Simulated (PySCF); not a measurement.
From one molecule to another.

First species: MoO2(SMe)2, C₂H₆MoO₂S₂ (singlet state).
Geometry (PBE0-D3(BJ)/def2-SVP, Å), atoms numbered from 1 in this order:
```
atom  x, y, z in Å
Mo1    0.3044   -0.8141    1.4811
O2     0.3424   -1.5669    2.9747
O3     1.8109   -0.7098    0.7449
S4    -0.4779    1.3541    1.7431
C5     0.2176    2.1606    0.2608
H6     1.3124    2.0717    0.2578
H7    -0.0673    3.2198    0.3148
H8    -0.1934    1.7307   -0.6616
S9    -1.0687   -2.0712    0.1038
C10   -0.5993   -1.4405   -1.5444
H11   -1.0788   -0.4713   -1.7376
H12   -0.9637   -2.1686   -2.2817
H13    0.4920   -1.3467   -1.6335
```

Second species: C8H10F2.
SMILES: `FC(F)[C@@H]1C[C@@H]2C=C[C@H]1C2`

Levels: CAM-B3LYP/def2-SVPD for HOMO energy, LUMO energy, HOMO–LUMO gap and static isotropic polarisability; TDDFT CAM-B3LYP/def2-SVPD for lowest singlet excitation; TDA CAM-B3LYP/def2-SVPD for lowest triplet excitation (Tamm–Dancoff). Geometries: PBE0-D3(BJ)/def2-SVP. Each species is one conformer at its optimised geometry, gas phase (atoms past krypton carry core potentials, spin–orbit coupling is left out). Electronic properties by PySCF.

| property | column X | column Y |
| --- | --- | --- |
| HOMO energy | -8.61 eV | -8.57 eV |
| LUMO energy | -2.01 eV | 0.99 eV |
| HOMO–LUMO gap | 6.60 eV | 9.56 eV |
| lowest singlet excitation | 3.64 eV | 6.56 eV |
| lowest triplet excitation (Tamm–Dancoff) | 2.76 eV | 4.05 eV |
| static isotropic polarisability | 115.6 au | 86.0 au |

Q: Which column belongs to which species?

A: Column X is the first species and column Y the second. The first has 13 atoms and 108 electrons, the second 20 and 76.

Q: How does each property change from the first species to the second?

A: HOMO energy +0.04 eV; LUMO energy +3.00 eV; HOMO–LUMO gap +2.96 eV; lowest singlet excitation +2.92 eV; lowest triplet excitation (Tamm–Dancoff) +1.29 eV; static isotropic polarisability -29.6 au.

On the first: The principal polarisabilities are 92.9, 115.7 and 138.3 au; their mean is the isotropic value. In wavenumbers S1 is 29400 cm⁻¹ (1 eV = 8065.54 cm⁻¹). Atoms past krypton carry effective core potentials; spin–orbit coupling is left out.

On the second: The vertical singlet–triplet gap S1 − T1 is 2.51 eV (TDDFT singlet less Tamm–Dancoff triplet; S1: HOMO→LUMO, weight 0.94; T1: HOMO→LUMO, weight 0.83). In wavenumbers S1 is 52900 cm⁻¹ (1 eV = 8065.54 cm⁻¹).
